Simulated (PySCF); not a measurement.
**Atomic charges by several schemes**

Species: C6H12F2O.
Geometry (PBE0-D3(BJ)/def2-SVP, Å), atoms numbered from 1 in this order:
```
atom  x, y, z in Å
C1    -1.780   -1.477    0.159
O2    -0.540   -1.064   -0.329
C3    -0.143    0.286   -0.104
C4    -0.160    0.636    1.383
C5    -1.038    1.249   -0.884
C6     1.267    0.344   -0.699
C7     2.244   -0.658   -0.144
F8     2.631   -0.315    1.113
F9     3.362   -0.670   -0.910
H10   -1.835   -1.458    1.263
H11   -1.922   -2.517   -0.169
H12   -2.620   -0.879   -0.240
H13    0.319    1.612    1.549
H14   -1.190    0.704    1.763
H15    0.387   -0.110    1.975
H16   -1.073    0.964   -1.946
H17   -0.652    2.277   -0.811
H18   -2.065    1.256   -0.491
H19    1.192    0.145   -1.778
H20    1.702    1.347   -0.571
H21    1.829   -1.678   -0.109
```

Density: PBE0/pcSseg-1 (PySCF); schemes: Mulliken, IAO, Hirshfeld and ESP-fitted. Geometry: PBE0-D3(BJ)/def2-SVP, one conformer, isolated molecule.

Question: For which atoms does the sign change between the 4 schemes (beyond +0.03 e in one, beyond −0.03 e in another)?

Answer: C3.

Question: Which atoms carry the highest charge in the Mulliken, IAO, Hirshfeld and ESP-fitted schemes?

Answer: The schemes don't all agree: Mulliken C7 (+0.552); IAO C7 (+0.449); Hirshfeld C7 (+0.144); ESP-fitted C3 (+0.697).

Question: At which atom do the 4 schemes differ most?

Answer: At C3: from -0.257 (Mulliken) to +0.697 e (ESP-fitted), 0.954 e apart.

Question: Tabulate the Mulliken, IAO, Hirshfeld and ESP-fitted charges.

Answer: In e:

```csv
atom,environment,Mulliken,IAO,Hirshfeld,ESP-fitted
C1,methoxy carbon,-0.020,-0.196,-0.040,-0.166
O2,ether oxygen,-0.512,-0.409,-0.130,-0.376
C3,sp3 carbon bound to oxygen,-0.257,+0.236,+0.093,+0.697
C4,methyl carbon,-0.177,-0.432,-0.131,-0.493
C5,methyl carbon,-0.169,-0.425,-0.123,-0.667
C6,chain CH2 carbon,-0.203,-0.291,-0.094,-0.546
C7,CHF2 carbon,+0.552,+0.449,+0.144,+0.478
F8,fluorine of a CF2 group,-0.313,-0.313,-0.100,-0.246
F9,fluorine of a CF2 group,-0.308,-0.310,-0.111,-0.242
H10,methyl hydrogen,+0.095,+0.119,+0.036,+0.086
H11,methyl hydrogen,+0.124,+0.156,+0.050,+0.126
H12,methyl hydrogen,+0.090,+0.116,+0.035,+0.080
H13,methyl hydrogen,+0.120,+0.145,+0.044,+0.128
H14,methyl hydrogen,+0.114,+0.133,+0.038,+0.118
H15,methyl hydrogen,+0.133,+0.150,+0.033,+0.137
H16,methyl hydrogen,+0.122,+0.142,+0.041,+0.173
H17,methyl hydrogen,+0.117,+0.142,+0.045,+0.158
H18,methyl hydrogen,+0.118,+0.135,+0.039,+0.177
H19,methylene hydrogen,+0.141,+0.156,+0.045,+0.146
H20,methylene hydrogen,+0.133,+0.147,+0.045,+0.187
H21,methine hydrogen,+0.100,+0.148,+0.040,+0.047
```

Mean size of the charges over all atoms: ESP-fitted 0.261 e, IAO 0.226 e, Mulliken 0.187 e, Hirshfeld 0.069 e. Each set sums to the total charge, 0, to within 0.001 e. The Mulliken scheme gives each basis function's population to the atom it is centred on and halves the overlap population of two atoms between them.

Question: How many electrons does the Hirshfeld scheme count on F8?

Answer: Z − q = 9 − (-0.100) = 9.100.

Question: Sum the charges by element, for elements with more than one atom.

Answer: 
```tsv
element	atoms	Mulliken	IAO	Hirshfeld	ESP-fitted
C	6	-0.274	-0.658	-0.151	-0.698
F	2	-0.621	-0.623	-0.211	-0.488
H	12	+1.407	+1.690	+0.491	+1.561
```

Question: How closely do the schemes follow one another over all atoms?

Answer: Correlation coefficient and root-mean-square difference: IAO with Hirshfeld 0.99, 0.175 e; Hirshfeld with ESP-fitted 0.93, 0.252 e; IAO with ESP-fitted 0.92, 0.133 e; Mulliken with IAO 0.82, 0.145 e; Mulliken with Hirshfeld 0.82, 0.170 e; Mulliken with ESP-fitted 0.60, 0.262 e.
